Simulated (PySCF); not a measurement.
Electron correlation in Si (silicon, neutral)

[Ne] 3s1 3p2 3d1, one real determinant (an excited configuration). Calculation: PySCF 2.14, in aug-cc-pV(T+d)Z; no relativity, point nucleus. Frozen: [Ne]; 4 electrons correlated.

```tsv
level	correlation energy (mhartree)
CCSD	-35.24
(T)	-3.56
CCSD(T)	-38.80
```

Diagnostics: T1 = 0.034, D1 = 0.0935, largest double amplitude 0.347.

**Question.** Is a single reference adequate?

**Answer.** Not fully. The real determinant used has ⟨L²⟩ near 8 against 12 for a pure F term, so it mixes terms. The outer electron is Rydberg-like, and this basis confines it to a smaller radius and binds it less than a complete one would. T1 exceeds 0.03, a sign that the reference determinant is poor. A double-excitation amplitude exceeds 0.15, a sign of near-degeneracy.

The reference is one real determinant that mixes LS terms of this configuration.
